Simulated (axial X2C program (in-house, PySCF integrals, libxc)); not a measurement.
# NaSr: cheaper levels and CCSD(T), two-component

Computed with an in-house all-electron X2C program for linear molecules (integrals from PySCF). Two-component (2c) means X2C with spin–orbit coupling and atomic mean-field two-electron Coulomb and Gaunt terms. Basis: Sr dyall-cv3z [13s12p8d5f1g], Na dyall-cv3z [9s8p5d2f] (cores contracted in-house); Gaussian nuclei, density fitting, unrestricted open shells. Masses: Sr 87.906 u, Na 22.990 u.

State: Ω = 1/2 (⟨Sz⟩ = 0.50, ⟨Lz⟩ = 0.00 at HF); fragments Sr + Na.

```
level  Re (Å)  ωe (cm⁻¹)  De (eV)
 PBE0   3.859       93.4    0.277
   HF   4.283       54.0    0.049
  MP2   4.012       73.0    0.046
 CCSD   3.952       84.7    0.174
B97-3   3.842       97.4    0.309
```

Correlated methods: 3 electrons correlated (number of frozen shells: Sr 4 s, 3 p, 1 d; Na 2 s, 1 p), 285 virtual spin orbitals or spinors in MP2, 64 natural virtuals in coupled cluster.

CCSD(T), same Hamiltonian and basis:

Re = 3.939 Å, ωe = 86.8 cm⁻¹, De = 0.19 eV; T1 = 0.072 (Lee–Taylor normalisation).

(1) Give the differences from CCSD(T) in the columns below.

The state is a single determinant with fixed occupations, the lowest that a limited PBE0 search found. Dissociation energies refer to the lowest single-determinant-based atoms at the same level and basis. Density functionals use the spin component along the axis (collinear). CCSD and (T) use frozen natural virtuals with an MP2 correction for the truncation; (T) itself is uncorrected, so its De runs slightly low. The outer-core s and p shells of the metal are frozen in the correlated rows, which leaves out core–valence correlation; for alkali and alkaline-earth bonds that tends to lengthen them. The determinant is spin-polarised beyond a pure state at some levels (its spin-free form has ⟨S²⟩ too high), which makes Re and μ there less reliable. The T1 diagnostic is large, a sign of multireference character. With the outer-core shells frozen, correlated bond lengths of heavy atoms tend to come out a few hundredths of an ångström too long. The levels of this run spread widely (ωe from 73 to 97 cm⁻¹), so these constants depend on the method. The bond is weak, and without diffuse functions and with truncated virtuals even CCSD(T) can be tens of per cent off in De.

Results:

(1) 

```
level  ΔRe (Å)  Δωe (cm⁻¹)
 PBE0   -0.080         6.6
   HF    0.344       -32.8
  MP2    0.073       -13.8
 CCSD    0.013        -2.1
B97-3   -0.097        10.6
```
